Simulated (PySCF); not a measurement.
## Ga²⁺ (gallium, charge +2): UHF calculation

Configuration: [Ar] 3d10 4d1, 2D determinant (an excited configuration). Computed with PySCF 2.14 in aug-cc-pwCVTZ-PP with ECP10MDF, with a scalar-relativistic core potential.

| Item | Value |
| --- | --- |
| Total energy | -256.784976 hartree |
| One-electron energy | -443.9992 hartree |
| Hartree (Coulomb) energy | 208.4965 hartree |
| Exchange energy | -21.2822 hartree |
| ⟨S²⟩ | 0.7500 |
| ⟨L²⟩ | 6.000 |
| Sum of ⟨r⟩ | 17.11 bohr |
| Sum of ⟨r²⟩ | 29.38 bohr² |
| Traceless quadrupole moment −½Σ⟨3z² − r²⟩ along its main axis | 4.99 e·bohr² |

```
shell  electrons  mean orbital energy (hartree)  spread (hartree)  rms radius, mean of both spins (bohr)
 3s α          1                       -7.52021                 0                                  0.702
 3s β          1                       -7.51737                 0                                  0.702
 3p α          3                       -5.51058           0.00100                                  0.738
 3p β          3                       -5.50749           0.00473                                  0.738
 3d α          5                       -2.10349           0.01334                                  0.872
 3d β          5                       -2.09950           0.00583                                  0.872
 4d α          1                       -0.46411                 0                                   4.19
```

Energies and moments cover only the electrons outside the core potential. The outer electron is Rydberg-like, and this basis confines it to a smaller radius and binds it less than a complete one would.
